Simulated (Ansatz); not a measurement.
AuBrH3N (`[NH3+][Au-][Br]`), relaxed with RKS PBE0-D4/def2-TZVP in the Gaussian-basis code of Ansatz from a PBE-D4/def2-SVP geometry. The force threshold is 0.005 eV/Å; the program also tests the step.

Total charge 0; spin multiplicity 1. Au: def2 effective core potential.

Start:

```xyz
6

N     0.346   -0.643    0.553
Au   -0.453    0.849   -0.732
Br   -1.354    2.523   -2.168
H    -0.330   -1.404    0.713
H     0.595   -0.257    1.475
H     1.197   -1.067    0.158
```

Q: By how much does the energy fall, and how many steps does the optimiser take? (Estimate.)

A: Computed: 0.58 kcal/mol, in 4 steps.

Q: Which bonds change most? (Best estimate.)

A: The calculation gave: N1–Au2 from 2.125 to 2.098 Å; Au2–Br3 from 2.383 to 2.358 Å; N1–H6 from 1.030 to 1.014 Å; N1–H5 from 1.030 to 1.014 Å.

Q: Give the relaxed structure. (Estimate.)

A: Computed: 
```xyz
6

N     0.343   -0.640    0.551
Au   -0.446    0.834   -0.717
Br   -1.335    2.490   -2.140
H    -0.329   -1.385    0.702
H     0.586   -0.249    1.454
H     1.181   -1.050    0.151
```
